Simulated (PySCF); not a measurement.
Estimate the missing entries of this data sheet.

Species: C5H12BNO.
Bonds: C1–C2 (double), C2–C3, C2–B4, B4–O5, B4–N6, N6–C7, N6–C8. Hydrogens: H9, H10 on C1; H11, H12, H13 on C3; H14 on O5; H15, H16, H17 on C7; H18, H19, H20 on C8.

Conformer (atom-mapped SMILES and torsion angles): `[CH2:1]=[C:2]([CH3:3])[B:4]([OH:5])[N:6]([CH3:7])[CH3:8]`: C1–C2–B4–O5 90°, C2–B4–N6–C7 -179°, H–O5–B4–C2 -5°.

```tsv
property	level	value
rotational constants A, B, C	PBE0-D3(BJ)/def2-SVP	?
dipole moment	B3LYP/def2-SVPD	0.70 D
HOMO energy	B3LYP/def2-SVPD	?
LUMO energy	B3LYP/def2-SVPD	-0.09 eV
lowest singlet excitation	TDDFT B3LYP/def2-SVPD	5.54 eV (224 nm, f = 0.004)
lowest triplet excitation (Tamm–Dancoff)	TDA B3LYP/def2-SVPD	4.30 eV
static isotropic polarisability	B3LYP/def2-SVPD	90.1 au
vertical ionisation energy	ΔSCF B3LYP/def2-SVPD	8.54 eV
electronic spatial extent ⟨r²⟩ about the centre of nuclear charge	B3LYP/def2-SVPD	1147 bohr²
13C chemical shifts (computed TMS as zero) by class	GIAO KT3/pcSseg-1	143.1 (C2), 114.7 (C1), 37.7 (C7/C8), 26.0 (C3) ppm
1H chemical shifts (computed TMS as zero) by class	GIAO KT3/pcSseg-1	?
isotropic shieldings of nuclei other than C and H, by class	GIAO KT3/pcSseg-1	76 (B4), 176 (N6), 207 (O5) ppm
```

Electronic properties: PySCF, gas phase, density fitting. Isolated species at its PBE0-D3(BJ)/def2-SVP geometry (one conformer only). NMR classes are plain means over equivalent atoms (diastereotopic ones count apart unless rotation or inversion swaps them), as if these changed places fast; in this geometry the members of some classes differ.

Task: What are the rotational constants A, B, C?

Result: 2.820, 1.422, 1.191 GHz.

Task: The HOMO energy?

Result: -6.50 eV.

Task: The 1H chemical shifts (computed TMS as zero) by class?

Result: 5.27 (H10), 4.93 (H9), 2.80 (H14), 2.71 (H15/H16/H17/H18/H19/H20), 1.81 (H11/H12/H13) ppm.

No computed singlet falls in the visible range (750 to 380 nm, 1.65 to 3.26 eV); S1 lies 2.28 eV above its blue end. The polarisability is 13.36 Å³ as a volume (1 au = 0.148185 Å³), or 1.45 au for each of the 62 electrons. The vertical singlet–triplet gap S1 − T1 is 1.24 eV (TDDFT singlet less Tamm–Dancoff triplet; S1: HOMO→LUMO, weight 0.98; T1: HOMO−1→LUMO, weight 0.55, beside HOMO−1→LUMO+1, weight 0.41). The rotational constants make it an asymmetric top with κ = (2B − A − C)/(A − C) = -0.72, nearer the prolate limit (−1).
